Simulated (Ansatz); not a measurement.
Program: Ansatz. Geometries: PBE0-D4/def2-TZVP. ΔE: electronic, gas phase. CCSD(T)/CBS adds triple-zeta CCSD(T) − MP2 to the extrapolated MP2 energy (def2 sets, frozen cores). Functionals use def2-TZVPP. One conformer a species, not always the lowest.

Consider the isomerisation: `C=C([SiH3])CF` → `CC(C)[Si]F`.

| level | ΔE (kJ/mol) | difference from CCSD(T)/CBS |
| --- | --- | --- |
| PBE-D4 | -146.2 | 5.6 |
| ωB97X-V | -142.5 | 9.3 |
| ωB97M-V | -157.5 | -5.7 |
| PBE | -144.5 | 7.3 |
| PBE0 | -145.6 | 6.2 |
| MP2/def2-TZVPP | -154.2 | -2.4 |
| SCS-MP2/def2-TZVPP | -145.8 | 6.0 |
| HF/def2-QZVPP | -124.9 | 26.9 |
| MP2/def2-QZVPP | -156.7 | -4.9 |
| HF/CBS(def2) | -125.1 | 26.7 |
| CCSD(T)/CBS | -151.8 | 0 |

Largest T1 diagnostic among the species: 0.012.

In def2-TZVPP, CCSD(T) changes the Hartree–Fock value by −25.3 kJ/mol (the triples alone add +1.6 kJ/mol) and MP2 by −31.0 kJ/mol.
